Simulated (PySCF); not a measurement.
# Fractional electron number in Co⁺ (cobalt, charge +1)

The 3d beta orbital of [Ar] 3d8 is emptied in steps (occupation f), with all orbitals relaxed, ending at [Ar] 3d7. Computed with PySCF 2.14 in def2-TZVP (6s4p4d1f, 45 functions), with the non-relativistic Hamiltonian (point nucleus). The exact energy is a straight line in f; departures are measured from the line between the end points of the same method.

```csv
f,LDA (eV),PBE (eV)
1,0.000,0.000
0.75,-1.317,-1.272
0.5,-1.790,-1.727
0.25,-1.366,-1.316
0,0.000,0.000
```

```
method  E(f=0) − E(f=1) (eV)  −ε at f=1 (eV)  −ε at f=0.5 (eV)
   LDA                18.700          11.818            18.570
   PBE                18.299          11.646            18.183
```

Orbital energy along the path (eV):

```tsv
f	LDA	PBE
1	-11.818	-11.646
0.75	-15.084	-14.811
0.5	-18.570	-18.183
0.25	-22.251	-21.729
0	-26.103	-25.414
```

Reference removal energy between the ground levels: 17.084 eV (measured; NIST Atomic Spectra Database, ionization energies). The calculation has no spin-orbit coupling. The determinant left behind need not be the lowest term of the ion.
